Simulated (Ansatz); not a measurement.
A nudged elastic band was laid between two geometries of GeH4O3 + H2S (11 atoms, charge 0, multiplicity 1).

Theory: Ansatz 0.2.0, RKS PBE-D4/def2-SVP.

```
movable images  : 1
climbing image  : yes
spring          : 5.0 eV/Å²
optimiser       : quadratic models (default)
start path      : through a guess of the saddle point
force threshold : 0.05 eV/Å
iteration limit : 60
end points      : relaxed
```

Initial state:

```xyz
11
Properties=species:S:1:pos:R:3
Ge -0.169 -0.132 0.074
O -0.309 -0.290 1.862
H -1.112 0.161 2.186
O 1.591 -0.212 -0.259
H 1.789 -1.041 -0.737
H -0.832 1.117 -0.528
O -0.923 -1.580 -0.670
H -0.906 -2.319 -0.032
S 1.711 2.516 1.633
H 2.308 1.614 0.801
H 1.190 1.490 2.366
```

Final state:

```xyz
11
Properties=species:S:1:pos:R:3
Ge 0.158 0.493 -0.426
O 0.022 -0.889 2.353
H 0.000 0.059 2.605
O 1.713 -0.304 0.107
H 1.958 -1.029 -0.500
H 0.150 0.776 -1.946
O -1.221 -0.559 -0.064
H -1.062 -0.841 0.883
S 0.206 2.304 0.910
H 1.568 2.239 0.961
H 0.847 -0.925 1.812
```

Q: Which bonds break or form, and what moves?

A: Bonds broken: Ge1–O2, S9–H11. Bonds formed: Ge1–S9, O2–H11. GeH4O3 + H2S becomes GeH4O2S + H2O.

Q: What energy profile does the band end with?

A: It converged. The highest image is number 1 of 0 to 2, 0.62 eV above the first end and 1.15 eV above the last; the last end lies 0.53 eV below the first. Another band between the same ends (5 images) ends at a top of the same energy, where a vibrational analysis finds 1 clearly imaginary mode. So few images can step over the top or miss a turn of the path. The orbitals stay closed-shell, which can raise the energy where a bond breaks towards radicals; this wasn't checked here.

```csv
image,path coordinate (Å),energy (eV),Ge1–O2 (Å),S9–H11 (Å),Ge1–S9 (Å)
0,0.00,0.00,1.80,1.36,3.60
1,1.57,0.62,1.98,1.67,2.63
2,5.49,-0.53,3.11,3.41,2.25
```

Q: What is the geometry of the highest image?

A: 
```xyz
11
Properties=species:S:1:pos:R:3
Ge 0.100 0.203 0.030
O -0.094 -0.042 1.987
H -1.032 -0.071 2.274
O 1.758 -0.272 -0.476
H 1.654 -1.125 -0.945
H -0.829 1.199 -0.696
O -0.839 -1.312 -0.341
H -0.505 -2.073 0.170
S 1.247 2.228 1.264
H 2.433 1.557 1.309
H 0.447 1.032 2.120
```

Time of the run: 36 s on 4 threads of Arm Neoverse V2, with other jobs on the host, peak memory 0.18 GiB.
